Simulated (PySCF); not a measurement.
CHCl₂FOSi, SMILES F[Si](C=O)(Cl)Cl. Atoms are numbered in the order given.

```xyz
7

O     -2.2838    -0.9907    -0.7690
C     -1.8501    -0.0684    -0.1236
Si     0.0166     0.0819     0.3071
F      0.1756     0.1862     1.9101
Cl     1.0392    -1.5410    -0.3682
Cl     0.7305     1.8207    -0.5044
H     -2.5272     0.7597     0.2384
```

Geometry optimised at r2SCAN-D4/def2-SVP. This is a generated structure with no PubChem entry under its InChIKey; it may be hypothetical. The values are those of a single conformer.

Two levels are set side by side: PBE/pcSseg-1 (PySCF) and PBE0/pcSseg-1 (PySCF). GIAO shifts against CFCl3 (¹⁹F), H2O (¹⁷O), HCl (³⁵Cl), TMS (²⁹Si), TMS (¹H), TMS (¹³C) at the same level; non-relativistic, no solvent, atoms listed together averaged. Without spin–orbit terms, shifts of atoms bonded to Cl or Br come out too high at both levels. Differences are taken from unrounded values.

| quantity | PBE0 |
|---|---|
| δ(¹⁷O) of O1 (ppm) | 923.5 |
| δ(¹³C) of C2 (ppm) | 224.7 |
| δ(²⁹Si) of Si3 (ppm) | -25.5 |
| δ(¹⁹F) of F4 (ppm) | -130.1 |
| δ(¹H) of H7 (ppm) | 11.26 |

### Question
What does PBE give, and how far is it from PBE0? (The exact figures need the calculation; the answer reports its results.)

### Answer

| quantity | PBE | PBE minus PBE0 |
|---|---|---|
| δ(¹⁷O) of O1 (ppm) | 892.4 | -31.1 |
| δ(¹³C) of C2 (ppm) | 223.3 | -1.3 |
| δ(²⁹Si) of Si3 (ppm) | -26.4 | -0.8 |
| δ(¹⁹F) of F4 (ppm) | -142.4 | -12.3 |
| δ(¹H) of H7 (ppm) | 11.43 | 0.17 |

Rough cost on one machine, each run with all the roots and properties that it gave: PBE0 against PBE within a factor of 2.
